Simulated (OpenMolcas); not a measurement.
Co VI.

| Property | Result |
| --- | --- |
| Program | OpenMolcas 26.06 |
| Method | CASSCF |
| Basis | ANO-R2 [7s5p4d2f1g] |
| Scalar Hamiltonian | X2C, finite nucleus |
| Active space | 4 electrons in 5 orbitals (3d) |
| State averaging | 2S+1 = 5 even, 5 roots; 2S+1 = 3 even, 45 roots; 2S+1 = 1 even, 50 roots |
| Spin-orbit coupling | RASSI with atomic mean-field integrals over the reference wave functions, term energies averaged over their components |

Levels without dynamic correlation, in cm-1 above 3d4 5D0:

```
     Level      E
3d4 3F2(1)  35335
   3d4 3H4  30633
3d4 3P0(1)  32529
   3d4 3G3  38670
```

On this reference, MS-CASPT2, IPEA 0.25 Eh, imaginary shift 0.1 Eh (closed shells correlated: 3s 3p) puts 3d4 3F2(1) at 31230 cm-1.

Question: Estimate the other levels at that method by one scale factor, and say how well it serves.

Answer: The factor is 31230 / 35335 = 0.884. Scaled values beside those that MS-CASPT2 gives and measured ones (Sugar and Corliss, J. Phys. Chem. Ref. Data 10, 1097 (1981)):
```
     Level  Scaled  MS-CASPT2  Miss (%)  Measured
   3d4 3H4   27080      29060      -6.8     28377
3d4 3P0(1)   28756      27690      +3.8     27166
   3d4 3G3   34184      34900      -2.1     34026
```
For these levels the scaled values miss MS-CASPT2 by up to 6.8 %, as correlation changes each term by its own factor, spin-orbit parts do not scale and CASPT2 has its own spread within terms. This holds within one configuration; levels of others move differently, and the target method has errors of its own against measurement.

CASPT2 does not keep the components of a term degenerate, so their means are used; among the terms shown or strongly mixed into the levels shown the widest spread is 250 cm-1 (3d4 3H, MS-CASPT2). Without dynamic correlation excited terms often stand tens of per cent too high (terms of higher spin than the ground term too low), and those without a measured partner can miss by more than the paired ones (holds for CASSCF). The CASPT2 spread within a term exceeds the gap to the next term for 3d4 3H and 3d4 3P(1), so the order of their levels is uncertain (holds for MS-CASPT2). Computed and measured levels are paired by configuration, term and J; levels that our copy of the source lacks, or whose pairing is in doubt (as where it misses far off the trend of its configuration), stay unpaired and out of the deviations. Levels of configurations outside the active space are missing.

A number in round brackets counts repeated terms of one configuration in the order of the reference energies.
